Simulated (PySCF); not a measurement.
The multiplicity is imposed and other spin states were not computed.

Cartesian coordinates (Å):
```xyz
6

Cu    -0.0034     0.0135    -0.0100
O     -0.9704    -1.0854     1.2869
H     -0.7640    -0.8875     2.2209
H     -0.8353    -2.0473     1.1846
C      0.9222     1.0253    -1.2061
N      1.5292     1.6761    -1.9751
```
Charge 0, multiplicity 1.

Problem. Give the charge on the central atom (meta-Löwdin), LUMO, charge on the central atom (Mulliken), HOMO, total energy, HOMO–LUMO gap and dipole moment at the level PBE-D3(BJ)/def2-TZVP // TPSS-D3(BJ)/def2-SVP in PySCF.

Solution. 
charge on the central atom (meta-Löwdin): 0.44 e
LUMO: -2.46 eV
charge on the central atom (Mulliken): 0.10 e
HOMO: -5.99 eV
total energy: -1809.4716 Ha
HOMO–LUMO gap: 3.53 eV
dipole moment: 10.17 D
